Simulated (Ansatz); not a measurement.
CH5AlOSi, 9 atoms. The species carries charge 0 and has multiplicity 1. All runs use 2 threads of an Arm Neoverse V2 on a shared host. Correlated methods freeze the cores.

Question: Give the basis size and wall time and peak host memory of each of these runs in Ansatz. RKS SPW92 (LDA)/def2-TZVPP energy; RKS PBE0-D4/def2-SVP energy; RKS r2SCAN-D4/def2-TZVPP energy and forces; RKS PBE0-D4/def2-TZVP frequencies; RKS r2SCANh-D4/def2-TZVPP energy; RKS PBE0-D4/def2-QZVPP energy; RKS PBE0-D4/def2-TZVP relaxation (5 steps); RHF-CCSD(T)/def2-SVP energy; RKS ωB97M-V/def2-QZVPP energy; direct RPA on PBE orbitals/def2-TZVPP energy; RKS ωB97M-V/def2-SVP energy; RHF-CCSD(T)/def2-TZVPP energy. (An estimate is asked.)

Answer: The calculation gave: Other jobs shared the machine, so times are rough.

```
                                level                   job  functions  wall time  peak host memory (GiB)
                 RKS PBE0-D4/def2-SVP                energy         89      1.1 s                     0.4
           RKS SPW92 (LDA)/def2-TZVPP                energy        216      1.4 s                    0.25
                 RHF-CCSD(T)/def2-SVP                energy         89        2 s                     0.4
                 RKS ωB97M-V/def2-SVP                energy         89        5 s                     0.4
direct RPA on PBE orbitals/def2-TZVPP                energy        216      5.5 s                     0.5
            RKS r2SCANh-D4/def2-TZVPP                energy        216      5.5 s                    0.48
             RKS r2SCAN-D4/def2-TZVPP     energy and forces        216      5.5 s                    0.28
               RKS PBE0-D4/def2-QZVPP                energy        404        9 s                     1.1
                RKS PBE0-D4/def2-TZVP  relaxation (5 steps)        166       20 s                    0.37
               RKS ωB97M-V/def2-QZVPP                energy        404       21 s                     1.4
               RHF-CCSD(T)/def2-TZVPP                energy        216       58 s                       3
                RKS PBE0-D4/def2-TZVP           frequencies        166      120 s                     0.4
```
